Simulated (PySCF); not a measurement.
Problem. Give a PBE0-D3(BJ)/def2-SVP geometry of `[CH2]O[C@@H]1[CH2][GeH2][CH2][C@H]1F` [radical]. (Doublet state.)

Solution. 
```
atom  x, y, z in Å
C1     2.3215   -0.7225   -0.9515
O2     1.4074   -0.6518    0.0363
C3     0.6995    0.5662    0.1589
C4    -0.0210    0.5508    1.4998
Ge5   -1.6126   -0.5629    1.1472
C6    -1.3644   -0.4609   -0.8086
C7    -0.3435    0.6518   -0.9687
F8    -0.9749    1.8754   -0.8338
H9     2.8151    0.2067   -1.2619
H10    2.8477   -1.6771   -0.9943
H11    1.4042    1.4159    0.0739
H12   -0.3335    1.5687    1.7700
H13    0.6429    0.1646    2.2848
H14   -1.5154   -1.9960    1.6973
H15   -2.9169    0.0858    1.6441
H16   -2.2745   -0.2289   -1.3785
H17   -0.9512   -1.4082   -1.1833
H18    0.1520    0.6348   -1.9550
```

Any rigid rotation of these coordinates is as good. Atoms count from 1 in this order. Ge5 (germanium bonded to 2 C and 2 H) has angles from 92.7° to 114.3°. O2 (oxygen bonded to 2 C) is bent (angle 116.6°). Of the pairs four or more bonds apart, C1···H18 is among the closest relative to their van der Waals radii: 2.75 Å, 95 % of the sum of Bondi's values. The 5-membered ring C3–C4–Ge5–C6–C7 has internal angles of 92.7° to 109.7°; it is puckered, 0.20 Å rms from its mean plane, widest ring torsion 54°.

Bonds between heavy atoms (Å): C1–O2 1.348, O2–C3 1.414, C3–C4 1.522, C4–Ge5 1.974, Ge5–C6 1.974, C6–C7 1.519, C7–F8 1.383, C3–C7 1.538.

Computed, not measured: PBE0-D3(BJ)/def2-SVP geometry optimisation, gas phase (PySCF).

Point group: C1 (no symmetry element, even within 0.4 Å). PBE0-D3(BJ)/def2-SVP frequencies: not computed here. ⟨S²⟩ = 0.754 (exact for a doublet: 0.75). Torsions: H–C1–O2–C3 29° and 179°, C1–O2–C3–C4 -167°, O2–C3–C4–Ge5 -80°, C3–C4–Ge5–C6 -14°, C4–Ge5–C6–C7 -13°, Ge5–C6–C7–F8 -78°.

One conformer stands for the species.
